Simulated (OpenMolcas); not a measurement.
**Cr⁴⁺: effect of the basis set**

| Property | Result |
| --- | --- |
| Program | OpenMolcas |
| Method | SS-CASPT2, IPEA 0.25 Eh, imaginary shift 0.1 Eh (closed shells correlated: 3s 3p) |
| Active space | 2 electrons in 10 orbitals (3d 4d) |
| State averaging | 2S+1 = 3 even, 10 roots; 2S+1 = 1 even, 15 roots |
| Spin-orbit coupling | state interaction with AMFI integrals over the reference wave functions, term energies averaged over their components |

A. ANO-R2 [6s4p4d2f], X2C, finite nucleus; CASPT2 step of the order of 80 core-seconds
B. ANO-RCC-VTZP [6s5p3d2f1g], DKH2, point nucleus; CASPT2 step of the order of 80 core-seconds
C. ANO-RCC-VQZP [7s6p4d3f2g1h], DKH2, point nucleus; CASPT2 step of the order of 60 core-seconds

Energies in cm-1 above 3d2 3F2, the measured ground level; measured values from Sugar and Corliss, J. Phys. Chem. Ref. Data 6, 317 (1977).

```
  Level      A      B      C  Measured
3d2 3F2    0.0    0.0    0.0       0.0
3d2 3F3    517    511    508       508
3d2 3F4   1176   1162   1155      1142
3d2 1D2  13640  13250  12920     13188
3d2 3P0  16280  16290  16110     15492
3d2 3P1  16460  16470  16290     15677
3d2 3P2  16860  16850  16670     16041
3d2 1G4  23260  22710  22190     22019
3d2 1S0  52880  52650  51900     51146
```

Deviations, from unrounded energies. A percentage is the sum of absolute deviations over the sum of measured energies, with the sign that they share, or ± where signs differ.

| Against measurement | Levels | A | B | C |
| --- | --- | --- | --- | --- |
| mean absolute deviation (cm-1) | 8 | 730 | 590 | 380 |
| fine structure of the ground term (%) | 2 | +2.6 | +1.4 | +0.8 |
| other terms of the ground configuration (%) | 6 | +4.4 | +3.5 | ±2.3 |

C lies closest to measurement on these levels and A furthest from it. The largest miss of C in the table is 3d2 1S0, by +760 cm-1. The ranking rests on the paired levels alone, and a cruder setting can come out closer through cancelling errors.

The two smallest mean deviations differ by little beside CASPT2's spread within terms, so their order carries little weight.

Among A to C the level of the table that moves most is 3d2 1G4, by 1100 cm-1 (lowest in C, highest in A). Moves below CASPT2's spread within the term are not significant.

Term energies are means over components that CASPT2 splits; among the terms shown or strongly mixed into the levels shown the widest spread is 930 cm-1 (3d2 3F, C). Active for correlation alone: 4d; no level in the range computed is led by a configuration that fills it, so any true level of that kind is missing. Computed and measured levels are paired by configuration, term and J; levels that our copy of the source lacks, or whose pairing is in doubt (as where it misses far off the trend of its configuration), stay unpaired and out of the deviations. Levels of configurations outside the active space are missing.
